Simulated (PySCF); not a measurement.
# Electron correlation in Zn²⁺ (zinc, charge +2)

[Ar] 3d10, closed-shell 1S. Computed with PySCF 2.14 in x2c-TZVPPall, with scalar relativity by spin-free X2C-1e. Frozen: [Ne]; 18 electrons correlated.

```
  level  correlation energy (mhartree)
   CCSD                        -679.69
    (T)                         -10.97
CCSD(T)                        -690.66
```

Diagnostics: T1 = 0.0080, D1 = 0.0147, largest double amplitude 0.016.

Is a single reference adequate?

Yes: T1 lies below 0.03 and no double amplitude reaches 0.07.

This basis was not built for core-valence correlation, so the inner-shell part is incomplete.
